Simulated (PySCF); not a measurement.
How methods differ on the excitation energy of Fe

Fe [Ar] 3d6 4s2 (5D) → Fe [Ar] 3d7 4s1 (5F), as a difference of total energies. All numbers are calculated (PySCF 2.14, the non-relativistic Hamiltonian (point nucleus), in def2-QZVPPD (11s6p5d4f2g, 100 functions)). Correlated levels: valence: [Ar] frozen. The calculations carry no spin-orbit coupling.

Order these methods by the excitation energy they give, lowest first.
A. SCS-MP2 (valence)
B. CCSD(T) (valence)
C. CCSD (valence)
D. UHF

A (0.577 eV), B (0.890 eV), C (0.998 eV), D (1.843 eV).

These non-relativistic numbers lack the scalar-relativistic shift.

Errors of the correlated levels include the incompleteness of this basis and the frozen core.

For comparison: 0.875 eV (measured; NIST levels, between the centres of gravity of the two terms).
